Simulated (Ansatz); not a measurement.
This geometry of C2H9NSi + H2S (16 atoms, charge 0, multiplicity 1) is a first-order saddle point.

Method: RKS PBE/6-31G in Ansatz 0.2.0.

```xyz
16
Properties=species:S:1:pos:R:3
Si -1.315 0.927 -0.225
N 0.228 -0.223 0.138
C 0.204 -0.778 1.530
C 0.423 -1.269 -0.916
H -1.395 1.403 -1.648
H -1.621 1.888 0.885
H -2.329 -0.223 -0.104
H 0.993 0.577 0.055
S 1.257 2.527 -0.215
H 0.214 0.062 2.241
H -0.701 -1.387 1.683
H 1.099 -1.400 1.694
H -0.463 -1.921 -0.976
H 0.580 -0.767 -1.883
H 1.311 -1.875 -0.675
H 1.515 2.458 -1.584
```

Which two structures does it join? (They come from a converged band through this point; their orientation in space is the band's.)

Bonds broken: Si1–N2, H8–S9. Bonds formed: Si1–S9, N2–H8. C2H9NSi + H2S becomes C2H7N + H4SSi.

First end point:

```xyz
16
Properties=species:S:1:pos:R:3
Si -1.679 0.679 -0.182
N -0.064 -0.161 0.091
C 0.196 -0.650 1.472
C 0.350 -1.140 -0.950
H -1.610 1.300 -1.554
H -1.822 1.710 0.907
H -2.833 -0.309 -0.123
H 0.982 0.933 -0.019
S 2.131 1.961 -0.038
H -0.059 0.139 2.196
H -0.383 -1.564 1.709
H 1.273 -0.872 1.571
H -0.205 -2.096 -0.872
H 0.184 -0.710 -1.951
H 1.429 -1.342 -0.837
H 2.109 2.122 -1.420
```

Last end point:

```xyz
16
Properties=species:S:1:pos:R:3
Si -2.170 1.664 -0.338
N 1.263 -0.301 0.135
C 0.738 -0.869 1.410
C 0.983 -1.120 -1.079
H -2.474 0.687 -1.474
H -3.105 2.844 -0.509
H -2.608 0.931 0.930
H 2.268 -0.090 0.213
S -0.065 2.338 -0.271
H 0.979 -0.178 2.230
H -0.357 -0.944 1.330
H 1.162 -1.867 1.617
H -0.109 -1.192 -1.203
H 1.397 -0.604 -1.957
H 1.412 -2.133 -0.997
H 0.685 0.833 -0.038
```

How far does it lie above each of them?

11.7 kJ/mol above the first and 75.0 kJ/mol above the second. This is the barrier of this one path; another mechanism may lie lower. The orbitals stay closed-shell, which can raise the energy where a bond breaks towards radicals; this wasn't checked here. Limits of this set-up: no polarisation functions.

The run took 6 min on 2 threads of Arm Neoverse V2 (shared host), peak memory 0.15 GiB.
